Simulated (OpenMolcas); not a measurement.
**Tc5+: moving or changing the point charges**

Tc5+ among 6 point charges of -1.7 e arranged as a trigonal prism (D3h), 1.77 Å from the ion, with a polar angle of 53.0° against the regular 49.1°.
```
   1.4141    0.0000    1.0645  -1.70
  -0.7071    1.2247    1.0645  -1.70
  -0.7071   -1.2247    1.0645  -1.70
   1.4141    0.0000   -1.0645  -1.70
  -0.7071    1.2247   -1.0645  -1.70
  -0.7071   -1.2247   -1.0645  -1.70
```

```yaml
Program: OpenMolcas 26.06
Method: CASSCF
Basis: ANO-RCC-VTZP [7s6p4d2f1g]
Scalar_Hamiltonian: DKH2, point nucleus
Active_space: 2 electrons in 5 orbitals (4d)
State_averaging: 2S+1 = 3 even, 10 roots; 2S+1 = 1 even, 15 roots
Spin-orbit_coupling: state interaction with AMFI integrals over the reference wave functions
```

Runs around this geometry, states (labels of D3, the rotations of D3h). Energies in cm-1 above the lowest state or level, χT in cm3 K/mol.

| R (Å) | q (e) | Polar angle / regular | Ground state | First state of that spin | First gap with spin-orbit (degeneracies) | χT at 300 K | First state of another spin |
| --- | --- | --- | --- | --- | --- | --- | --- |
| 1.77 | -1.1 | 1.08 | 3E | 3E 4628 | 880.8 (2, 2) | 0.136 | 1A1 13107 |
| 1.66 | -1.7 | 1.08 | 3E | 3E 9460 | 985.4 (2, 2) | 0.160 | 1A1 12759 |
| 1.77 | -1.7 | 1.08 | 3E | 3E 7097 | 963.8 (2, 2) | 0.148 | 1A1 13041 |
| 1.92 | -1.7 | 1.08 | 3E | 3E 4895 | 884.5 (2, 2) | 0.137 | 1A1 13096 |
| 1.77 | -1.7 | 1.17 | 3E | 3E 4023 | 983.1 (2, 2) | 0.137 | 1A1 10186 |

Taking the first state of the same spin as R^-n, n = -ln(4895 / 9460) / ln(1.92 / 1.66) = 4.5 between the shortest and longest distance.

Scaling the charges by -1.1 / -1.7 = 0.65 scales the first state of the same spin by 4628 / 7097 = 0.65; with fixed orbitals a first-order splitting would follow the charge.

An orbital doublet at a regular site is open to a Jahn-Teller distortion, which this geometry leaves out. Without dynamic correlation the repulsion within the d shell is too large (B by tens of per cent), so at a given field states of lower spin stand too high. Point charges carry no covalency, so the field is a model and not that of real ligands. An unlabelled pair can be two single states that coincide in this model. No measured value stands beside these numbers.
